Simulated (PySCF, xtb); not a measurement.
CaCl2, SMILES [Cl][Ca][Cl].

GFN2-xTB in xtb at its own geometry gives an orbital gap of 2.42 eV and a dipole moment of 4.14 D.

Coordinates come from a r2SCAN-D4/def2-TZVP optimisation. The isomer is the one that the SMILES or the coordinates give; other isomers of the formula were not compared.

Q: What does ωB97X/def2-TZVPD (PySCF) give? (The exact figures need the calculation; the answer reports its results.)

A: gap 10.49 eV (levels -10.77 and -0.27 eV), dipole 0.00 D.
